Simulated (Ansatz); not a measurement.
`F[SiH2]N[SiH](F)F` + `CO[SiH](F)S` → `CO[SiH](F)S[SiH2]F` + `N[SiH](F)F`  (ligand exchange at the Si–N bond)

Program: Ansatz. Geometries: PBE0-D4/def2-TZVP. ΔE: electronic, gas phase. CCSD(T)/CBS adds triple-zeta CCSD(T) − MP2 to the extrapolated MP2 energy (def2 sets, frozen cores). This one scheme is used for every species. DFT in def2-TZVPP. One conformer a species, not always the lowest.

`F[SiH2]N[SiH](F)F`:

```xyz
10

F     1.672   -1.792   -0.905
Si    0.739   -0.546   -1.262
N     0.426    0.427    0.117
Si   -0.922    0.387    1.150
F    -0.473    0.159    2.653
F    -1.668    1.786    1.160
H    -0.549   -1.084   -1.746
H     1.473    0.249   -2.268
H     1.158    1.081    0.366
H    -1.856   -0.667    0.735
```

`CO[SiH](F)S`:

Z-matrix (Å, degrees):
```
C
O 1 1.415
H 1 1.094 2 111.2
H 1 1.090 2 107.9 3 119.4
H 1 1.095 2 111.2 3 -121.6
Si 2 1.623 1 124.4 3 59.9
S 6 2.109 2 108.5 1 -172.8
F 6 1.597 2 107.9 1 -51.2
H 6 1.477 2 113.7 1 66.3
H 7 1.345 6 92.9 2 42.9
```

`CO[SiH](F)S[SiH2]F`:

```xyz
13

C     1.824   -1.052   -0.387
O     0.598   -1.756   -0.395
Si   -0.877   -1.129   -0.195
F    -1.847   -2.368   -0.021
S    -0.999    0.055    1.575
Si   -1.006    1.961    0.654
F     0.403    2.248   -0.049
H     1.900   -0.383   -1.249
H     2.628   -1.785   -0.437
H     1.933   -0.462    0.527
H    -1.324   -0.335   -1.360
H    -1.198    2.946    1.738
H    -2.034    2.061   -0.403
```

`N[SiH](F)F`:

Cartesian coordinates in Å:
```
N -0.953 -0.445 -0.007
Si 0.529 0.353 0.017
F 0.953 0.560 1.532
F 1.734 -0.460 -0.629
H -1.547 -0.425 -0.818
H -1.161 -1.221 0.600
H 0.445 1.637 -0.695
```

```
             species  B2PLYP energy (Eh)
 `F[SiH2]N[SiH](F)F`          -935.69430
       `CO[SiH](F)S`          -903.73667
`CO[SiH](F)S[SiH2]F`         -1293.65264
        `N[SiH](F)F`          -545.77539
```

Question: Work out ΔE.

Answer: ΔE = (-1293.65264) + (-545.77539) − (-935.69430) − (-903.73667) = 0.00294 Eh = +7.7 kJ/mol. CCSD(T)/CBS gives +3.8 kJ/mol.

Largest T1 diagnostic among the species: 0.012.

The D4 term adds −6.2 kJ/mol with B3LYP and −3.6 kJ/mol with PBE0; it sums over pairs of atoms, weighted by their polarisabilities, and B3LYP, whose exchange is more repulsive, gets the larger term. In def2-TZVPP, CCSD(T) changes the Hartree–Fock value by −9.2 kJ/mol (the triples alone add −2.5 kJ/mol) and MP2 by −13.5 kJ/mol.

B3LYP here is the variant with VWN-RPA as its local correlation; programs differ in this.
